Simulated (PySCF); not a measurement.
# One molecule, several mistakes: AlB2H4N

Calculated results; nothing here was measured. They come from PySCF 2.14.0, an open-source quantum chemistry program, on an isolated molecule that a program drew, which may never have been made. The molecule is AlB2H4N (charge 0, singlet), drawn as the SMILES string `BB=[N][AlH2]`.

Each row is a Hartree-Fock (HF) and frozen-core CCSD(T) single point in the cc-pV(D+d)Z basis, meant for a local HF minimum. Run 1 is clean. Each other run has one planted mistake out of seven kinds, and not every kind appears here: one electron removed, one electron added, multiplicity raised by two, geometry at a saddle point, minimal basis STO-3G, one bond length entered in bohr, all coordinates scaled. The reference is restricted for singlets and unrestricted otherwise, and also for a bond in bohr. Adding or removing an electron swaps singlet and doublet. Electrons count all cores. HOMO and LUMO are orbital energies over both spins, the gradient is its largest component, and the lowest frequency (negative if imaginary) is given only where the gradient is small. Bond lengths are over the 7 bonds as drawn. T1 is the CCSD diagnostic: over 0.02 (restricted) or 0.045 (unrestricted) a single reference is doubtful.

Geometry of the clean run:
```xyz
8
AlB2H4N, angstrom
B    -3.8997   -0.0907   -2.4128
B    -2.5254    0.0961   -1.4413
N    -1.5094    0.2341   -0.7229
Al   -0.0719    0.4294    0.2936
H    -4.0756    0.6166   -3.3616
H    -4.7125   -0.9323   -2.1629
H     1.2380   -0.3777   -0.0525
H    -0.1234    1.4074    1.5297
```

```
run  electrons  basis functions  <S^2>  HOMO (eV)  LUMO (eV)  gradient (hartree/bohr)  lowest frequency (cm^-1)  mean bond (Å)  longest bond (Å)      T1  HF (hartree)  CCSD(T) (hartree)                          mistake
  1         34               85  0.000     -10.70       0.80                  6.2e-06                        93         1.4662             1.771  0.0175    -348.09305         -348.52609                         no fault
  2         34               85  2.013      -6.61      -1.15                  1.8e-01                         -         1.4662             1.771  0.0193    -347.97614         -348.37151       multiplicity raised by two
  3         34               85  0.000     -10.18       0.65                  7.7e-02                         -         1.5909             1.922  0.0213    -348.04491         -348.49439           all coordinates scaled
  4         34               85  0.897     -10.16       1.11                  7.8e-03                         -         1.6815             3.200  0.0454    -347.95843         -348.37214  one bond length entered in bohr
  5         34               85  0.000     -10.67       0.59                  1.7e-05                      -107         1.4670             1.773  0.0168    -348.09200         -348.52441                                ?
  6         34               28  0.000      -7.87       5.85                  5.2e-02                         -         1.4662             1.771  0.0202    -343.84795         -344.07441                                ?
```

**Which mistake was planted in run 5, and what did it cost?**

The gradient is small, so the point is stationary, but the lowest frequency is imaginary (-107 cm^-1). So the mistake is: geometry at a saddle point. Subtracting run 1 and multiplying by 627.51 kcal/mol a hartree, the energy moved by 0.7 kcal/mol in HF and 1.1 kcal/mol in CCSD(T).

**Which mistake was planted in run 6, and what did it cost?**

It has 28 basis functions where the clean run has 85, with the same electrons and geometry. So the mistake is: minimal basis STO-3G. Subtracting run 1 and multiplying by 627.51 kcal/mol a hartree, the energy moved by 2663.8 kcal/mol in HF and 2793.5 kcal/mol in CCSD(T).

Cautions from the logs. Run 3: T1 is over the limit, so its CCSD(T) energy is less reliable; run 4: T1 is over the limit, so its CCSD(T) energy is less reliable; run 6: T1 is over the limit, so its CCSD(T) energy is less reliable.
